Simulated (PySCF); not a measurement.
A calculated (PBE0, PySCF 2.14, 6-31G*, no relativity, point nucleus) atom or ion has these occupied shells.

```
shell  electrons  orbital energy (eV)  rms radius, mean of both spins (bohr)
   1s          2              -200.99                                  0.381
   2s          2              -20.802                                   1.94
```

Q: Name the element and its charge.

A: B⁺ (boron, charge +1), in [He] 2s2, closed-shell 1S.
